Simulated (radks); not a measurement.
All-electron atom: Sc8+ in [Ne] 3s2 3p1. Calculated with a radial shooting solver on a logarithmic mesh with Libxc functionals: scalar-relativistic Kohn-Sham, SOGGA, spin-unpolarised, spherical densities, finite nucleus; Fermi nuclear charge, rms radius 3.5459 fm.

Unscreened Slater integrals over Kohn-Sham orbitals (eV).

integral,value
"F0(3p,3p)",25.368
"F2(3p,3p)",12.950
"F0(3p,3s)",25.578
"G1(3p,3s)",17.081
"F0(3p,2p)",33.931
"F2(3p,2p)",7.4766
"G0(3p,2p)",3.0606
"G2(3p,2p)",3.2080
"F0(3p,2s)",33.217
"G1(3p,2s)",2.3645
"F0(3s,3s)",25.821
"F0(3s,2p)",33.966
"G1(3s,2p)",3.1356
"F0(3s,2s)",33.444
"G0(3s,2s)",2.4953
"F0(2p,2p)",81.647
"F2(2p,2p)",38.288
"F0(2p,2s)",75.904
"G1(2p,2s)",44.276
"F0(2s,2s)",72.148

Derived for the open shells (J is the average intra-shell exchange parameter used in DFT+U). 3p: J = F2/5 = 2.590 eV.
